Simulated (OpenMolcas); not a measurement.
Ti3+ (d1) among equal point charges was computed by CASSCF with the d shell active (OpenMolcas, ANO-RCC-VDZP on the metal). Its lowest spin-free states, and all those of the highest spin:

```
2S+1  Degeneracy  E (cm-1)
   2           3       0.0
   2           2      5868
```

Is the site octahedral, tetrahedral or cube-like, axial, or of lower symmetry?

The states with 2S+1 = 2 have orbital degeneracies 3, 2. Threefold states need a cubic site. For d1 at this spin an octahedron puts the threefold T2 below the twofold E and a tetrahedron or cube puts the twofold E below the threefold T2, so the site is octahedral. The first gap at this spin, 5870 cm-1, is |10Dq| in ligand-field theory. The run had Ti3+ among 6 point charges of -0.98 e arranged as an octahedron (Oh), 1.81 Å from the ion.

An orbital triplet at a regular site is open to Jahn-Teller coupling, which can distort the site and quench the lowest spin-orbit gaps and is left out. This field is weak: 10Dq is about 5868 cm-1, while octahedral complexes of 3d ions of charge 3 and more, computed by the same method with explicit ligands, had a median near 15000 cm-1. Ground spin and moment need not be those of a real site. Point charges carry no covalency, so the field is a model and not that of real ligands. No measured value stands beside these numbers.
